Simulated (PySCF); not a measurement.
# Frontier orbitals and the lowest excitations

C₆H₁₂N₂.
Z-matrix (Å and degrees, GFN2-xTB geometry), rows numbered from 1:
```
N 
C   1  1.4538
C   2  1.5192  1  114.58
C   3  1.5174  2  119.26  1   -78.91
C   4  1.4805  3   59.19  2  -110.06
C   5  1.4855  3  136.22  4  -129.87
C   5  1.4877  3  138.02  4   133.52
N   7  1.4348  5  122.73  6  -107.41
H   1  1.0152  2  109.88  3    58.62
H   1  1.0151  2  110.13  3   -59.46
H   2  1.0933  1  107.69  3  -121.76
H   2  1.0950  1  107.39  3   122.06
H   3  1.0878  2  113.56  1    64.48
H   4  1.0818  3  117.81  5   107.90
H   4  1.0814  3  118.71  5  -108.42
H   6  1.0810  5  118.21  7   107.26
H   6  1.0802  5  118.98  7  -107.84
H   7  1.0853  5  117.70  6   107.17
H   8  1.0147  7  110.23  5    35.15
H   8  1.0153  7  110.59  5   -84.30
```

Method used: TDDFT PBE0/def2-SVPD, vertical, gas phase, core orbitals frozen in the response in PySCF.

Kohn–Sham orbitals with the atoms that hold most of them (Löwdin shares over 4%, at most four atoms; ? is withheld):

| orbital | ε (eV) | atoms |
| --- | --- | --- |
| LUMO+2 | 1.21 | C6 17%, H16 12%, H11 11%, H17 11% |
| LUMO+1 | 1.04 | H9 13%, H19 11%, H14 11%, C4 10% |
| LUMO | 0.61 | ? |
| HOMO | -6.43 | N8 37%, C7 14%, C5 13%, N1 9% |
| HOMO-1 | -6.87 | ? |
| HOMO-2 | -7.96 | C6 22%, C4 18%, C3 17%, C5 13% |
| HOMO-3 | -8.47 | C5 27%, C3 17%, C4 16%, N1 7% |

Task: Give the leading atoms of the LUMO.

Result: H13 (bonded to C) 11%; C3 (bonded to 3 C and H) 9%; C2 (bonded to C, N and 2 H) 8%; H20 (bonded to N) 8%. By element: hydrogen 18% or more, carbon 17% or more.

Task: Which atoms hold the HOMO-1, and with what shares?

Result: N1 (bonded to C and 2 H) 50%; N8 (bonded to C and 2 H) 9%; C2 (bonded to C, N and 2 H) 8%; C3 (bonded to 3 C and H) 7%. By element: nitrogen 59%, carbon 16% or more.

Task: The HOMO–LUMO gap is 7.04 eV. Where does the response calculation put the lowest singlet, and from which orbitals?

Result: S1 is at 5.89 eV (f = 0.024), 1.15 eV below the gap, made of HOMO→LUMO (84%), HOMO→LUMO+1 (10%). Without the coupling terms of the response equations the lowest excitation would equal the gap.

Task: One configuration dominates each of S1 and S6. Which, and how do the shares of the two leading atoms of either orbital change from the occupied to the empty one?

Result: 
- S1 (5.89 eV, f 0.024), HOMO→LUMO (84%): N8 37% → at most 8%, C7 14% → at most 8%, H13 at most 10% → 11%, C3 at most 10% → 9%
- S6 (6.84 eV, f 0.013), HOMO-1→LUMO+1 (81%): N1 50% → at most 11%, N8 9% → at most 11%, H9 at most 8% → 13%, H19 at most 8% → 11%

Löwdin shares depend on the basis, the more so with diffuse functions.

The run took about 2.2 min of CPU time (grids of density and orbitals included) (one thread, shared machine).

One conformer stands for the species.
